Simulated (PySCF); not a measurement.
Excitations are Tamm–Dancoff values on a coarser integration grid. The basis has no diffuse functions, so Rydberg states are missing or too high.

Species: Br$_{3}$In, SMILES `[Br][In]([Br])[Br]` (charge 0, multiplicity 1).

Task: What is the computed HOMO–LUMO gap, S1 excitation (TDA) and HOMO (PBE-D3(BJ)/def2-TZVP // B3LYP-D3(BJ)/def2-SVP (PySCF))?

Result: 
The HOMO–LUMO gap is 3.36 eV, the S1 excitation (TDA) comes out as 3.51 eV and the HOMO is -7.44 eV.
